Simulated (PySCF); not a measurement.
H₄P₂, SMILES PP. Geometry: TPSSh-D3(BJ)/def2-TZVP.

PySCF with TDA-PBE/def2-TZVPD puts the lowest singlet excitations at 5.17, 5.30, 5.68, 5.75, 6.62, 7.04 eV.

Problem. What are the lowest excitation roots from ADC(2)/aug-cc-pVDZ run with PySCF? (The exact figures need the calculation; the answer reports its results.)

Solution. 5.53, 5.70, 6.29, 6.69, 6.91, 7.01 eV. S1 differs by 0.36 eV (second minus first; roots are paired by order, and the bases may differ).
